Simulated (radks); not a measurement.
Question: All-electron atom: Dy2+ in [Xe] 4f10 (the NIST ground configuration). Calculated with a radial shooting solver on a logarithmic mesh with Libxc functionals: non-relativistic Kohn-Sham, PBEsol, spin-polarised, spherical densities, point nucleus; open shells are filled with parallel spins first (spin-orbit coupling, left out, can overturn this in heavy ions); relativity is left out, which matters for an element this heavy. Some entries of the table are withheld. Estimate them.

orbital  occ.  eigenvalue (eV)  <r> (bohr)  <r^2> (bohr^2)
1s up       1        -50193.74     0.02298       0.0007060
1s down     1        -50193.74     0.02298       0.0007060
2s up       1        -8052.771     0.09768         0.01119
2s down     1        -8052.694     0.09767         0.01119
2p up       3        -7675.528     0.08278        0.008309
2p down     3        -7675.482     0.08278        0.008308
3s up       1        -1791.744      0.2513         0.07197
3s down     1        -1789.760      0.2512         0.07189
3p up       3        -1622.158      0.2411         0.06718
3p down     3        -1620.350      0.2409         0.06710
3d up       5        -1305.826      0.2133         0.05334
3d down     5        -1304.519      0.2132         0.05325
4s up       1        -356.9731      0.5665          0.3620
4s down     1        -353.4849      0.5667          0.3622
4p up       3        -289.8528      0.5790          0.3812
4p down     3        -286.3803      0.5793          0.3816
4d up       5        -169.6434         (1)          0.4333
4d down     5        -166.2046         (2)          0.4347
5s up       1         -56.1584       1.394           2.186
5s down     1         -54.7312       1.408           2.231
5p up       3         -38.3763       1.571           2.803
5p down     3         -37.2748       1.593           2.879
4f up       7         -21.7937         (3)          0.8709
4f down     3         -18.7437         (4)          0.9504

Answer: 
(1) 4d up <r> (bohr): 0.6111
(2) 4d down <r> (bohr): 0.6120
(3) 4f up <r> (bohr): 0.8125
(4) 4f down <r> (bohr): 0.8404
